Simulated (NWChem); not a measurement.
System: toluene (C7H8); SMILES c1cc(C)ccc1

The following NWChem deck was run.

```
start job
memory heap 200 mb stack 900 mb global 1100 mb
geometry units angstroms noautoz
  C     -0.000826     2.414978    -0.009432
  C     -0.000612     0.912859     0.010852
  C     -1.201438     0.192022     0.008383
  C     -1.204252    -1.201727    -0.001504
  C     -0.000690    -1.905236    -0.007206
  C      1.202864    -1.201795    -0.001957
  C      1.200125     0.191995     0.007874
  H      0.892757     2.826150     0.482702
  H     -0.887991     2.826126     0.494233
  H     -0.007361     2.796678    -1.044500
  H     -2.151730     0.734207     0.016242
  H     -2.154508    -1.742038    -0.001149
  H     -0.000726    -2.997956    -0.011642
  H      2.153101    -1.742132    -0.001981
  H      2.150424     0.734144     0.015259
end
basis spherical
  * library pcseg-2
end
dft
  xc hfexch
  iterations 150
  semidirect filesize 400000000
  mulliken
end
task dft energy
```

All runs use the structure optimised with PBE0/def2-SVP.

Give the results of this calculation. (Hartree-Fock/pcseg-2.) Quantities: basis functions; energy (Ha); highest occupied level (eV); orbital gap (eV); dipole (D).


| Item | Value |
|---|---|
| number of basis functions | 322 |
| energy (Ha) | -269.82 |
| highest occupied level (eV) | -8.82 |
| orbital gap (eV) | 11.48 |
| dipole (D) | 0.39 |
